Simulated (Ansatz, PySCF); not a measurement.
Here is a job for Ansatz (a quantum-chemistry and plane-wave program).
Ansatz 0.2 input:
```yaml
crystal:
  periodic: [false, false, false]
  atoms:
    - {symbol: O, position_ang: [1.20222232, 0.35798886, 0.02041500]}
    - {symbol: C, position_ang: [-0.02392463, 0.67055660, -0.01272229]}
    - {symbol: C, position_ang: [-0.96955705, -0.66523219, -0.00962122]}
    - {symbol: H, position_ang: [-0.42231874, -1.62047315, 0.01999328]}
    - {symbol: H, position_ang: [-1.63707983, -0.62162665, 0.85936536]}
    - {symbol: H, position_ang: [-1.59748991, -0.65375760, -0.90861757]}
basis:
  gaussian:
    orbitals: STO-3G
hamiltonian:
  xc: pbe
total_charge: -1
accuracy: high
```

Q: Convert this to an input for PySCF.

A: This is not unique; one that fits is 
```python
from pyscf import gto, scf, dft

mol = gto.M(
    atom='''
O     1.20222232    0.35798886    0.02041500
C    -0.02392463    0.67055660   -0.01272229
C    -0.96955705   -0.66523219   -0.00962122
H    -0.42231874   -1.62047315    0.01999328
H    -1.63707983   -0.62162665    0.85936536
H    -1.59748991   -0.65375760   -0.90861757
''',
    basis='sto-3g',
    charge=-1,
    verbose=4,
)

mf = dft.RKS(mol)
mf.xc = 'pbe'
mf.grids.atom_grid = (99, 590)
mf.grids.prune = None
mf.kernel()
```

Both were run: Ansatz gave -150.820796 Eh and PySCF -150.820796 Eh, 0.000 mEh apart.
